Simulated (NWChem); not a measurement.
# C$_{2}$H$_{2}$BrCl; SMILES Cl/C=C\Br

All runs: NWChem. All runs use the structure optimised with PBE-D3(BJ)/def2-SVP. Level PBE/def2-SVP: energy and gradient on several grids; changes count from the extra-fine grid, which is no exact limit either.

**Question.** Which is the coarsest grid (medium; fine; coarse; xcoarse; xfine) from which on the energy stays within 500 μHa and each gradient component within 500 μHa/bohr of xfine?

**Answer.** coarse.
```
grid     size of the energy change (μHa)  largest change of a gradient component (μHa/bohr)
-------  -------------------------------  -------------------------------------------------
xcoarse                              900                                               3000
coarse                                20                                                 80
medium                              < 10                                               < 30
fine                                < 10                                               < 30
xfine                               < 10                                               < 30
```
